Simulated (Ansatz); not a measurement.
Calculated with Ansatz (gas phase, PBE0-D4/def2-TZVP geometries, no zero-point term in ΔE). CCSD(T)/CBS is the MP2 limit (def2-TZVPP, def2-QZVPP) plus CCSD(T) − MP2 in def2-TZVPP, frozen cores. Double bonds are as drawn, so ΔE can hold a change between cis and trans. Functionals use def2-TZVPP. Each species was taken in one conformer, which may not be the lowest.

Consider the formal exchange of groups at the Al–C bond: `CO/C(F)=[CH]/[AlH2]` + `F[CH2][AlH2]` → `[AlH2][CH2][AlH2]` + `CO/C(F)=C/F`.

`CO/C(F)=[CH]/[AlH2]`:

Z-matrix (Å, degrees):
```
C
O 1 1.423
H 1 1.091 2 111.2
H 1 1.091 2 111.2 3 122.4
H 1 1.087 2 105.3 3 -118.8
C 2 1.324 1 119.3 3 -61.2
C 6 1.335 2 125.7 1 179.9
F 6 1.336 2 112.3 1 -0.2
Al 7 1.912 6 125.2 2 179.9
H 7 1.086 6 113.0 2 -0.0
H 9 1.588 7 118.0 6 -180.0
H 9 1.586 7 121.5 6 0.0
```

`F[CH2][AlH2]`:

Cartesian coordinates in Å:
```
F 0.311 -1.427 -1.208
C -0.418 -0.356 -0.684
Al 0.483 0.485 0.866
H -1.417 -0.729 -0.418
H -0.582 0.365 -1.497
H 1.876 -0.054 1.390
H -0.252 1.716 1.551
```

`[AlH2][CH2][AlH2]`:

Z-matrix (Å, degrees):
```
C
Al 1 1.936
Al 1 1.936 2 118.4
H 1 1.097 2 107.0 3 121.0
H 1 1.098 2 107.0 3 -120.9
H 2 1.589 1 120.1 3 89.4
H 2 1.589 1 120.1 3 -89.3
H 3 1.589 1 120.1 2 89.5
H 3 1.589 1 120.1 2 -89.2
```

`CO/C(F)=C/F`:

```xyz
10

C     0.070    1.090   -1.180
O     0.403    0.783    0.174
C    -0.260   -0.243    0.695
F    -1.583   -0.091    0.744
C     0.333   -1.322    1.183
F    -0.362   -2.278    1.803
H     0.706    1.924   -1.467
H    -0.979    1.379   -1.267
H     0.273    0.228   -1.823
H     1.401   -1.472    1.138
```

Q: Is it downhill or uphill in electronic energy at CCSD(T)/CBS, and by how much? (An estimate is asked.)

A: Computed: Downhill: ΔE = -6.9 kJ/mol.

Q: What do these levels give: PBE-D4, r2SCAN-D4, ωB97M-V, r2SCAN, PBE0, MP2/def2-TZVPP, SCS-MP2/def2-TZVPP, CCSD/def2-TZVPP, HF/def2-QZVPP, SCS-MP2/def2-QZVPP, MP2/CBS(def2), CCSD/CBS(def2)? (Best estimate.)

A: Ansatz gave: PBE-D4 -6.0, r2SCAN-D4 -4.0, ωB97M-V -3.9, r2SCAN -4.0, PBE0 -7.1, MP2/def2-TZVPP -5.1, SCS-MP2/def2-TZVPP -3.3, CCSD/def2-TZVPP -7.3, HF/def2-QZVPP 3.1, SCS-MP2/def2-QZVPP -2.9, MP2/CBS(def2) -3.9, CCSD/CBS(def2) -6.2 kJ/mol.

Largest T1 diagnostic among the species: 0.013.

In def2-TZVPP, CCSD(T) changes the Hartree–Fock value by −11.7 kJ/mol (the triples alone add −0.7 kJ/mol) and MP2 by −8.7 kJ/mol.
